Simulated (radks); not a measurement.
Species: Sc3+. Configuration: [Ar].

Calculated with a radial shooting solver on a logarithmic mesh with Libxc functionals: scalar-relativistic Kohn-Sham, PBEsol, spin-polarised, spherical densities, finite nucleus; Fermi nuclear charge, rms radius 3.5459 fm.

Energy parts (hartree):
part                       energy
total                  -761.51341
kinetic                 767.26294
electron-nucleus      -1788.72812
Hartree                 297.09689
exchange-correlation    -37.14512

Orbitals (lengths in bohr, moments of r in powers of bohr; r(max) is where P^2 peaks; r(90%) holds 90 % of the orbital's charge):
| orbital | occ. | eigenvalue (hartree) | <r> | r(90%) | r(max) | <1/r> |
|---|---|---|---|---|---|---|
| 1s | 2 | -162.5828 | 0.07311 | 0.131 | 0.04784 | 20.75 |
| 2s | 2 | -18.62611 | 0.3439 | 0.535 | 0.2839 | 4.292 |
| 2p | 6 | -15.47411 | 0.3079 | 0.507 | 0.2324 | 4.197 |
| 3s | 2 | -3.16985 | 1.056 | 1.57 | 0.9207 | 1.328 |
| 3p | 6 | -2.37074 | 1.129 | 1.72 | 0.9566 | 1.209 |

The highest occupied level is 3p at -64.511 eV. The density falls to 0.001 e/bohr^3 at r = 2.73 bohr. The electron density at the nucleus is 7276 e/bohr^3 (large components only). For comparison, the ionisation energy in NIST's Atomic Spectra Database is 73.489 eV (measured). In exact Kohn-Sham theory the highest level is minus the ionisation energy, but local and semilocal functionals leave it too shallow, through self-interaction and a potential that decays too fast; potentials with the right tail come closer. Summed over all electrons, <r^2> = 12.50 bohr^2, which gives a Langevin (diamagnetic) susceptibility term of -9.9 x 10^-6 cm^3/mol.
